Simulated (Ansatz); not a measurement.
Species: C6H7, charge 0, multiplicity 2. It need not be the lowest isomer of its formula. 
Coordinates optimised at B3LYP-D3(BJ)/def2-TZVP (Ansatz, a program for electronic structure):
```xyz
13

C      2.1098     0.1663     0.1495
C      0.6385    -0.0441     0.0385
C     -0.0288    -1.2090    -0.0887
C     -1.4444    -0.8903    -0.1581
C     -1.7100     0.4087    -0.0822
C     -0.3605     1.0905     0.0548
H      2.3698     0.6706     1.0852
H      2.6478    -0.7813     0.1165
H      2.4838     0.7961    -0.6634
H      0.4012    -2.1983    -0.1317
H     -2.6580     0.9211    -0.1072
H     -0.2932     1.6673     0.9842
H     -0.1791     1.7930    -0.7666
```
Charge 0, spin multiplicity 2.

Total electronic energies in hartree. Correlated levels leave the core frozen unless marked. Open shells are spin-unrestricted. Spin-orbit coupling is left out. Non-relativistic. Basis-set limits of correlation are two-point, X^-3; Hartree-Fock from the larger set.

The UHF reference is spin-contaminated (<S^2> 0.49 over the pure value in the largest basis). 

```tsv
level	program	energy (Eh)
BLYP-D4/def2-TZVPD	Ansatz + dftd4	-232.72336
B97M-V/def2-TZVPD	Ansatz	…
B3LYP-D3(BJ)/def2-TZVPD	Ansatz + dftd3	-232.83722
PBE0-D4/def2-TZVPD	Ansatz + dftd4	-232.53718
PBE0/def2-QZVPP	Ansatz	-232.54231
BHLYP-D4/def2-TZVPD	Ansatz + dftd4	-232.67696
BHLYP/def2-TZVPD	Ansatz	-232.66500
HSE06-D4/def2-TZVPD	Ansatz + dftd4	…
wB97M-V/def2-TZVPD	Ansatz	…
B2PLYP-D3(BJ)/def2-TZVPD	Ansatz + dftd3	-232.59935
B2PLYP/def2-TZVPD	Ansatz	-232.59079
PBE-QIDH/def2-TZVPD	Ansatz	-232.48030
SCS-MP2/6-31G*	Ansatz	-231.87605
SCS-MP2/cc-pVQZ	Ansatz	-232.23999
CCSD(T)/CBS(cc-pVTZ,cc-pVQZ)	Ansatz	-232.3900
```

### Question
Complete the blanks.

### Answer

- B97M-V/def2-TZVPD, energy (Eh): -232.82226
- HSE06-D4/def2-TZVPD, energy (Eh): -232.52268
- wB97M-V/def2-TZVPD, energy (Eh): -232.70066
